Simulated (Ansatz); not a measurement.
```xyz
10

C     1.3900    0.0000    0.0000
C     0.6950    1.2038    0.0000
C    -0.6950    1.2038    0.0000
C    -1.3900    0.0000    0.0000
C    -0.6950   -1.2038    0.0000
C     0.6950   -1.2038    0.0000
H    -1.2375    2.1434    0.0000
H    -2.4750    0.0000    0.0000
H    -1.2375   -2.1434    0.0000
H     1.2375   -2.1434    0.0000
```

Basis set: def2-TZVP (spherical functions). Charge 0, multiplicity 3.

Computed with Ansatz (development build ahead of 0.2.0); each method stands on the lowest determinant of its kind that the runs found. Restricted functionals stand beside restricted open-shell atoms, which can lie above the unrestricted atoms usual in DFT and then raise those values.

Problem. Give the atomization energy at this shape (free ground-state atoms in the same class of orbitals less the molecule, no zero-point energy) of triplet C₆H₄ by ωB97X (unrestricted), PBE0 (unrestricted), PBE0 (restricted open-shell), UHF, ROHF.

Solution.

```json
{"method": "ωB97X (unrestricted)", "atomization energy": "1122.05 kcal/mol"}
{"method": "PBE0 (unrestricted)", "atomization energy": "1146.54 kcal/mol"}
{"method": "PBE0 (restricted open-shell)", "atomization energy": "1152.03 kcal/mol"}
{"method": "UHF", "atomization energy": "829.57 kcal/mol"}
{"method": "ROHF", "atomization energy": "843.27 kcal/mol"}
```

Caution: another spin multiplicity may lie lower. Caution for UHF: the unrestricted determinant is spin contaminated.

The shape needn't be a minimum at these levels.
